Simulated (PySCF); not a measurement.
**Pb²⁺ (lead, charge +2) across methods**

[Xe] 4f14 5d10 6s2, closed-shell 1S. All numbers are calculated (PySCF 2.14, a scalar-relativistic core potential, in def2-QZVPPD with the def2 core potential (60 electrons) (8s6p5d4f1g, 88 functions)). The B2PLYP total includes its PT2 part (frozen core); its orbital energies are those of the SCF part.

```csv
method,E (hartree),mean ε 5p (eV),mean ε 5d (eV),mean ε 6s (eV),Σ⟨r²⟩ (bohr²),⟨S²⟩
PBE,-192.1055,-103.70,-37.812,-27.384,38.57,0.000
r2SCAN,-192.1583,-106.11,-38.516,-27.575,38.41,0.000
LDA,-191.7950,-103.61,-37.931,-27.830,38.65,0.000
LC-wPBE,-192.0966,-109.66,-42.730,-30.944,38.45,0.000
UHF,-191.10954,-121.67,-45.914,-30.101,38.79,0.000
revPBE,-192.1646,-103.67,-37.770,-27.266,38.53,0.000
B3LYP,-192.1411,-107.64,-39.678,-28.280,38.64,0.000
PBE0,-192.0751,-108.46,-40.121,-28.328,38.53,0.000
B2PLYP,-191.7594,-113.47,-42.270,-29.076,38.69,0.000
```

Energies and moments cover only the electrons outside the core potential. Spin-orbit coupling, which splits the p, d and f shells strongly at this Z, is absent.
